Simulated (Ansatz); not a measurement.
1,2-elimination

Start structure (SiH₂SOF₂, closed shell), relaxed at PBE0-D4/def2-TZVP:

Si1  (-0.159, 0.126, 0.472)
S2  (1.599, -0.894, -0.076)
O3  (-1.214, 0.351, -0.732)
H4  (-1.446, -0.402, -1.276)
F5  (0.128, 1.571, 1.031)
F6  (-0.777, -0.729, 1.648)
H7  (1.869, -0.024, -1.065)
(Å)

The step: SiH₂SOF₂ ([OH][Si]([F])([F])[SH]) → SiOF₂ ([O][Si]([F])[F]) + H₂S (still joined by a long Si–S bond); bonds formed: S2–H4; bonds broken: O3–H4; bonds weakened to dative contacts: Si1–S2. Computed with Ansatz 0.2.0 (basis: def2-TZVPP and def2-QZVPP); correlated methods freeze the cores. Extrapolation: Hartree–Fock as exp(−7.88 √X), correlation as X^−2.97. Energies below are by CCSD(T) at an estimated basis limit (MP2 extrapolated from triple and quadruple zeta, plus CCSD(T) − MP2 in triple zeta).

(1) What are the electronic barrier and the energy of the step, from the start structure to the end structure? (An estimate is asked for; the value comes from the calculation.)

No T1 diagnostic of these runs exceeds 0.015.

Answers

(1) The calculation gives: Barrier 228.0 kJ/mol; step energy 206.9 kJ/mol (uphill); reverse barrier, their difference, 21.1 kJ/mol. Barrier and step energy count from the start structure, the reverse barrier from the end structure.

The saddle point: One imaginary mode of 607i cm⁻¹.
| pair | start (Å) | saddle (Å) | end (Å) |
| --- | --- | --- | --- |
| S2–H4 | 3.31 | 1.43 | 1.35 |
| Si1–S2 | 2.10 | 2.34 | 2.40 |
| O3–H4 | 0.96 | 1.72 | 3.00 |

Zero-point energy (harmonic, PBE0-D4): ZPE is 80.6 kJ/mol at the start and 69.5 kJ/mol at the saddle, so the barrier goes from 228.0 to 216.8 kJ/mol.

First-order rate constant out of the start structure at 898 K by transition-state theory, with harmonic vibrational free energies alone and no tunnelling: ΔA‡ = 225.4 kJ/mol, so k = (kB T/h) exp(−ΔA‡/kB T) ≈ 10^0 s⁻¹ (an order of magnitude at best: rotation, the number of equivalent paths and anharmonicity are left out).

Labels in which every atom is bracketed show which atoms are joined, not bond orders.

For scale, one of the runs: CCSD(T)/def2-TZVPP, 205 basis functions, launched by `ansatz run in.yaml --threads 4 --pin off --events-out ev --progress --plain --max-ram 9574MiB`. Hardware: 4 CPU threads of an AMD EPYC, shared host. Wall time 2.5 min; peak host memory 2.7 GiB.
